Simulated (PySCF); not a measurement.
# Computed structure and properties of [LaCl2]+

System: [LaCl2]+ (singlet); start: template (C2v). Method: PySCF 2.14.0, RKS PBE0, La def2-SVP with ECP46, Cl def2-SVP; non-relativistic Hamiltonian with scalar-relativistic core potentials where named; density fitting; no spin-orbit coupling.

Input of the relaxation:

```python
mol = gto.M(atom='''
La     0.00000     0.00000    -0.37148
Cl     2.47870    -0.00000     0.73782
Cl    -2.47870     0.00000     0.73782''',
    basis={'La': 'def2-SVP', 'Cl': 'def2-SVP'},
    ecp={'La': 'def2-SVP'},
    charge=1, spin=0)
mf = dft.RKS(mol, xc='PBE0')
mf.grids.atom_grid = (50, 194)  # f atoms: unpruned, at least (60, 302)
mf = mf.density_fit()  # fitting sets: La def2-universal-JKFIT, Cl def2-universal-JKFIT
mf.conv_tol = 1e-08; mf.max_cycle = 55
mf.kernel(dm0)  # dm0: converged density of the start geometry
# quasi-Newton relaxation in Cartesian coordinates to a largest gradient under 0.00045 Eh/bohr, steps kept in the point group
```

Run from Python with OMP_NUM_THREADS=2; the lines above give its settings. Where DIIS fails, smearing, a level shift and second-order steps follow.
It took 12 s on 2 threads of Arm Neoverse V1, with other jobs on the host, from the converged density of the start.

Course of the relaxation:

```
step  energy above end (eV)  largest force component within the symmetry (eV/Å)
   0                 0.5976                                               2.026
   1                 0.2144                                               1.044
   2                 0.0918                                               0.711
   3                 0.0437                                               0.299
   4                 0.0091                                               0.423
   5                 0.0020                                               0.098
   6                 0.0001                                               0.009
   7                 0.0000                                               0.001
```

Relaxed geometry (C2v):

```xyz
3

La    0.0000    0.0000   -0.6115
Cl    2.0309    0.0000    0.8578
Cl   -2.0309    0.0000    0.8578
```

| contact | Å |
| --- | --- |
| La1–Cl2 (Cl) | 2.507 |
| La1–Cl3 (Cl) | 2.507 |

On the finer grid (75, 302):

```yaml
HOMO: -13.40 eV
LUMO: -7.58 eV
Dipole_about_the_centre_of_mass: 7.23 D
Set_of_Mulliken_populations_of_La1_outside_the_core_potential: s 2.14, p 6.13, d 1.31, f 0.12
D3_BJ_dispersion_energy_not_in_the_energies: -0.095 eV
```

```json
{"atom": "La1", "Mulliken (e)": "1.31", "Löwdin (e)": "0.73", "spin (e)": "0.00"}
{"atom": "Cl2", "Mulliken (e)": "-0.15", "Löwdin (e)": "0.14", "spin (e)": "0.00"}
{"atom": "Cl3", "Mulliken (e)": "-0.15", "Löwdin (e)": "0.14", "spin (e)": "0.00"}
```

On the grid (50, 194), as all that follows. Harmonic modes: a minimum; lowest 78 cm⁻¹ (negative: unstable), highest 391 cm⁻¹, zero-point energy 0.053 eV.

Taking off one Cl (charge -1, singlet; the rest: singlet) in vacuum, both parts rigid, costs 14.10 eV; the small basis without counterpoise inflates it. Most of it is the attraction of opposite charges; other ways to part are cheaper, and one spin state was tried for the rest.

Rigid scan of Cl along the line from its metal:

(distance to Cl2 (Å), energy (eV)): (2.21, 1.024), (2.31, 0.397), (2.41, 0.087), (2.51, 0.000), (2.61, 0.069), (2.71, 0.244), (2.91, 0.777), (3.21, 1.747), (3.61, 2.997), (4.11, 4.234)

One start shape was tried, so this needn't be the lowest isomer.
